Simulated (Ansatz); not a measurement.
```xyz
8

O    -0.813    1.857   -0.521
Ge   -1.108    0.091   -0.415
Ge    1.075   -0.884    0.068
H    -1.597    2.374   -0.318
H    -2.162   -0.125    0.718
H     0.911   -2.409    0.176
H     1.665   -0.341    1.382
H     2.029   -0.563   -1.090
```

Total charge 0; spin multiplicity 2.

Task: List the r2SCAN/def2-TZVPP orbital energies in eV (Ansatz). (An estimate is asked.)

Result: Ansatz gave: α occupied: -10834.51, -10834.23, -1349.55, -1349.36, -1199.64, -1199.60, -1199.59, -1199.42, -1199.40, -1199.40, -515.91, -167.75, -167.52, -117.49, -117.44, -117.38, -117.23, -117.19, -117.19, -30.89, -30.74, -30.73, -30.69, -30.66, -30.49, -30.49, -30.44, -30.42, -30.42, -25.88, -15.04, -13.47, -11.66, -9.01, -8.91, -8.74, -8.28, -7.67, -5.08. α empty: -0.81, -0.07, 0.33, 0.77, 1.29, 1.85, 2.18, 3.83. β occupied: -10834.47, -10834.23, -1349.55, -1349.36, -1199.60, -1199.59, -1199.58, -1199.41, -1199.40, -1199.40, -515.79, -167.72, -167.51, -117.42, -117.42, -117.36, -117.22, -117.19, -117.18, -30.83, -30.69, -30.63, -30.62, -30.59, -30.48, -30.47, -30.41, -30.41, -30.40, -25.68, -14.80, -13.28, -11.38, -8.84, -8.83, -8.55, -7.91, -7.42. β empty: -3.29, -0.54, 0.17, 0.72, 0.98, 1.43, 2.19, 2.39. ⟨S²⟩ = 0.754.
